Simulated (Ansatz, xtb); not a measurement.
**Two structures of Al2F4H2S2**

We compare I, a singlet given by its coordinates, with II, a singlet given by its coordinates. Both are isolated molecules in the gas phase, relaxed with PBE0-D4/def2-SVP.

I (Å):

```xyz
10

Al   -1.8997    0.0808   -2.8436
Al   -1.4363   -0.1086    0.0584
F    -2.8135   -1.1491   -3.4840
F    -0.8065   -0.6281   -1.5600
F    -1.9556   -1.4289    0.9054
F    -0.3609    1.0000    0.6478
S    -0.8405    1.5203   -4.0703
S    -3.1842    0.9519   -1.0424
H    -0.0449    1.9022   -3.0445
H    -4.0016   -0.1289   -0.9981
```

Close contacts (Å): Al1–F3 1.66, Al1–F4 1.83, Al1–S7 2.17, Al1–S8 2.38, Al2–F4 1.81, Al2–F5 1.65, Al2–F6 1.65, Al2–S8 2.32, S7–H9 1.35, S8–H10 1.36.

II (Å):

```xyz
10

Al   -1.6930   -2.2427   -0.2876
Al   -1.8324    0.4119   -0.8077
F    -1.0369   -3.2901    0.8131
F    -1.7600   -2.7928   -1.8994
F    -1.3564    1.9887   -0.6582
F    -0.5179   -0.8167   -0.6397
S    -3.3320   -0.8067    0.1499
S    -1.9543   -0.0250   -3.2067
H    -1.8452   -1.3747   -2.9106
H    -3.3059   -0.0651   -3.2552
```

Close contacts (Å): Al1–Al2 2.71, Al1–F3 1.66, Al1–F4 1.70, Al1–F6 1.88, Al1–S7 2.22, Al2–F5 1.65, Al2–F6 1.81, Al2–S7 2.16, Al2–S8 2.44, S8–H9 1.39, S8–H10 1.35.

Q: Estimate E(II) − E(I) at the level CCSD(T)/def2-SVP + ΔMP2/def2-TZVPP.

A: Calculated at CCSD(T)/def2-SVP + ΔMP2/def2-TZVPP: E(II) − E(I) = +46.3 kJ/mol, so structure I lies lower.

How the difference moves with the method:

```tsv
level	geometry	E(II) − E(I) (kJ/mol)	departure from the last row (kJ/mol)	job, with rough time for the two
PBE0-D4/def2-SVP	PBE0-D4/def2-SVP	+30.0	−16.3	optimisation, 98 s
HF/def2-SVP	PBE0-D4/def2-SVP	+58.5	+12.2	part of the CCSD(T) run
MP2/def2-SVP	PBE0-D4/def2-SVP	+40.0	−6.3	part of the CCSD(T) run
CCSD(T)/def2-SVP	PBE0-D4/def2-SVP	+42.5	−3.8	single point
CCSD(T)/def2-SVP + ΔMP2/def2-TZVPP	PBE0-D4/def2-SVP	+46.3		single point, 2.3 min
```

None of the levels shown reverses the order. The largest departure from CCSD(T)/def2-SVP + ΔMP2/def2-TZVPP is that of PBE0-D4/def2-SVP, 16.3 kJ/mol. Levels run at GFN2-xTB geometries aren't shown. The last row adds to CCSD(T) the change of the MP2 difference between the two basis sets, here +3.8 kJ/mol.

With thermal terms from frequencies at re-optimised GFN2-xTB minima (ideal gas, soft modes damped towards free rotors, one conformer each, 298.15 K, 1 atm): the zero-point term adds +1.7 kJ/mol; ΔH is +49.0 and ΔG +45.2 kJ/mol.

The correlated steps freeze 24 core orbitals. Programs: Ansatz 0.2.0, xtb 6.7.1; the last row on 2 threads of Arm Neoverse V2 on a shared host.
